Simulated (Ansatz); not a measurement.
# Abstraction of Cl: CHCl2I + GeH2Cl → CHClI + GeH2Cl2

Species: CHCl2I (dichloroiodomethane) `ClC(Cl)I`, singlet; GeH2Cl `[Cl][GeH2]`, doublet; CHClI `Cl[CH]I`, doublet; GeH2Cl2 (dichlorogermane) `[Cl][GeH2][Cl]`, singlet. A radical takes Cl: the energy is the difference in strength between the C–Cl bond broken and the Ge–Cl bond made.

Shapes, held fixed at every level: PBE0-D4/def2-TZVP. Programs: Ansatz 0.2.0. The zero-point and thermal change to 298 K, harmonic and unscaled (PBE0-D4/def2-TZVP), is -1.6 kJ/mol.

```csv
level,kind,ΔH(298 K) (kJ/mol),less CCSD(T)/def2-TZVPP
HF/def2-SVP,Hartree–Fock,-140.2,-36.4
HF/def2-TZVPP,Hartree–Fock,-137.3,-33.5
PBE-D4/def2-TZVPP,GGA,-89.2,+14.6
r2SCAN-D4/def2-TZVPP,meta-GGA,-107.7,-3.9
r2SCAN0-D4/def2-TZVPP,global hybrid,-112.9,-9.1
B2PLYP/def2-TZVPP,double hybrid,-102.8,+1.0
CCSD/def2-TZVPP,coupled cluster or CI,-109.3,-5.5
CCSD(T)/def2-TZVPP,coupled cluster or CI,-103.8,0.0
```

The highest level, CCSD(T)/def2-TZVPP, gives ΔH(298 K) = -103.8 kJ/mol; the levels span -140.2 to -89.2. The column of differences is taken from that level and isn't an error. No measured value is set beside it here. Spin contamination: CHClI (⟨S²⟩ up to 0.78). Open shells run unrestricted. For atoms past krypton def2 sets carry core potentials with scalar relativity. Relativity is left out for Ge. Outer-core shells of Ge, I are correlated, in sets that cover them unevenly.
